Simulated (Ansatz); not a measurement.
SbMe3 (C3H9Sb), relaxed as a singlet with RKS PBE0-D4/def2-SVP in Ansatz, starting from the GFN2-xTB geometry. Force threshold 0.02 eV/Å.

In the def2 sets Sb takes a core potential; there is no spin–orbit coupling.

Start:

```csv
atom,x (Å),y (Å),z (Å)
Sb1,0.5045,0.8595,-0.7135
C2,1.6810,-0.5768,0.4055
H3,2.3443,-1.1122,-0.2638
H4,1.0214,-1.2834,0.8973
H5,2.2771,-0.0621,1.1508
C6,-0.8573,-0.6500,-1.4677
H7,-1.1786,-1.2932,-0.6558
H8,-0.3653,-1.2477,-2.2264
H9,-1.7233,-0.1703,-1.9083
C10,-0.7646,1.3243,0.9812
H11,-1.6725,1.8059,0.6363
H12,-0.2470,1.9953,1.6567
H13,-1.0196,0.4107,1.5077
```

Estimate the energy that the relaxation releases and the steps that it takes.

1.0 kcal/mol, in 5 steps; 6.5 s on 4 threads of Arm Neoverse V2 on a shared host. No frequencies were taken in this run, so the end may be a saddle point.

Does the start keep its bonding?

By distances, no bond broke or formed. The bond that changes most is C6–H9, from 1.08 to 1.10 Å (atoms count from 1).

Predict the relaxed structure.


```xyz
13

Sb    0.488    0.848   -0.699
C     1.700   -0.574    0.410
H     2.330   -1.147   -0.285
H     1.055   -1.266    0.971
H     2.354   -0.036    1.112
C    -0.860   -0.663   -1.485
H    -1.192   -1.334   -0.678
H    -0.348   -1.252   -2.259
H    -1.738   -0.179   -1.938
C    -0.783    1.334    0.995
H    -1.666    1.891    0.648
H    -0.230    1.965    1.706
H    -1.109    0.415    1.502
```
Bond lengths: 3 × C–Sb 2.17 Å; 9 × C–H 1.10 Å.
